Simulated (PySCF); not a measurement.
CH₈ClNSi₂, SMILES C[Si@@](N)([SiH3])Cl. Atoms are numbered in the order given.

```xyz
13

C     -1.2086    -1.3661     1.1101
Si    -0.3031     0.0500     0.2852
N     -0.8359     1.5349     0.9874
Si     2.0331    -0.0418     0.4165
Cl    -0.7266    -0.0947    -1.7876
H     -0.9978    -1.3836     2.1910
H     -0.9043    -2.3287     0.6718
H     -2.2966    -1.2608     0.9660
H     -0.3848     2.4041     0.7149
H     -1.8314     1.6869     1.1332
H      2.6157     1.1819    -0.2118
H      2.4942    -0.1102     1.8365
H      2.5410    -1.2424    -0.3095
```
Charge 0, spin multiplicity 1.

Geometry optimised at B3LYP-D3(BJ)/def2-SVP. The structure was generated by enumeration; whether it is a known compound was not checked. Other conformers were not sampled.

Method: SMD-ωB97X/6-31G* (PySCF).

Solvation free energies are E(SMD) − E(gas) at the gas-phase geometry, for 1 M in both phases. In vacuum the dipole moment is 2.44 D.

Problem. Estimate the solvation free energies in water, methanol, dichloromethane. (An estimate is asked for; the answer gives what the named calculation found.)

Solution. 
```csv
solvent,ΔG(solv) (kcal/mol),its non-electrostatic (CDS) part,dipole (D)
water,-1.8,4.7,3.11
methanol,-6.2,0.1,3.09
dichloromethane,-5.9,-0.4,3.01
```
